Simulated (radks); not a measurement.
Species: Te28+. Configuration: [Ar] 3d6.

Calculated with a radial shooting solver on a logarithmic mesh with Libxc functionals: Dirac Kohn-Sham, LB94 model potential, spin-unpolarised, spherical densities, finite nucleus; open shells fill j = l - 1/2 first; Fermi nuclear charge, rms radius 4.7423 fm.

Energy parts (eV):
kinetic: 182848.044
electron-nucleus: -389380.442
Hartree: 38312.099
(The LB94 potential has no energy functional, so no total or exchange-correlation energy is given.)

Orbitals (lengths in bohr, moments of r in powers of bohr; <r^-3> diverges for s and p1/2):
\begin{tabular}{lrrrr}
orbital & occ. & eigenvalue (eV) & <r^-3> & small-component weight \\ \hline
1s1/2 & 2 & -32922.93 & - & 3.67e-02 \\
2s1/2 & 2 & -6030.835 & - & 7.88e-03 \\
2p1/2 & 2 & -5735.890 & - & 7.92e-03 \\
2p3/2 & 4 & -5456.388 & 4984 & 7.54e-03 \\
3s1/2 & 2 & -1997.065 & - & 2.53e-03 \\
3p1/2 & 2 & -1878.907 & - & 2.49e-03 \\
3p3/2 & 4 & -1820.692 & 1061 & 2.39e-03 \\
3d3/2 & 4 & -1622.950 & 176.3 & 2.30e-03 \\
3d5/2 & 2 & -1609.923 & 163.7 & 2.27e-03 \\
\end{tabular}

The highest occupied level is 3d5/2 at -1609.9 eV. Summed over all electrons, <r^2> = 1.486 bohr^2, which gives a Langevin (diamagnetic) susceptibility term of -1.18 x 10^-6 cm^3/mol. The density falls to 0.001 e/bohr^3 at r = 0.94 bohr. The electron density at the nucleus is 2.275e+05 e/bohr^3. For comparison, the ionisation energy in NIST's Atomic Spectra Database is 1618 eV (theoretical). In exact Kohn-Sham theory the highest level is minus the ionisation energy, but local and semilocal functionals leave it too shallow, through self-interaction and a potential that decays too fast; potentials with the right tail come closer.

Beside tabulated values, note that spin-unpolarised runs miss the spin-polarisation part of the exchange energy of open shells.
